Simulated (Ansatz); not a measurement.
Gas-phase electronic energies from Ansatz, PBE0-D4/def2-TZVP geometries. CBS: MP2 limit from def2 TZ/QZ plus the TZ coupled-cluster correction, frozen cores. This one scheme is used for every species. DFT in def2-TZVPP. For Ti outer-core shells are correlated without core-valence functions, which leaves a few kJ/mol of doubt a bond. Scalar relativity is left out up to krypton. Each species was taken in one conformer, which may not be the lowest.

`C#[C][Ti]([F])([F])[Cl]` + CH₃SH → `C[S][Ti]([F])([F])[Cl]` + `C#C`  (ligand exchange at a Ti–C bond)

CCSD(T)/CBS gives -18.4 kcal/mol.

(1) Another level gave -18.6 kcal/mol. Which?
A. BLYP/def2-TZVPP
B. PBE-D4/def2-TZVPP
C. B97M-V/def2-TZVPP
D. CCSD/def2-TZVPP

Largest T1 diagnostic among the species: 0.025, so the coupled-cluster value is less sure than usual.

Results:

(1) B. PBE-D4 -18.6, BLYP -16.3, B97M-V -17.3, CCSD/def2-TZVPP -15.0 kcal/mol.

The D4 term adds −1.7 kcal/mol with B3LYP and −0.9 kcal/mol with PBE0; it sums over pairs of atoms, weighted by their polarisabilities, and B3LYP, whose exchange is more repulsive, gets the larger term. From BLYP to BHLYP (50 % exact exchange), in def2-TZVPP and without D4, ΔE moves by +0.8 kcal/mol.

B3LYP here is the variant with VWN-RPA as its local correlation; programs differ in this.
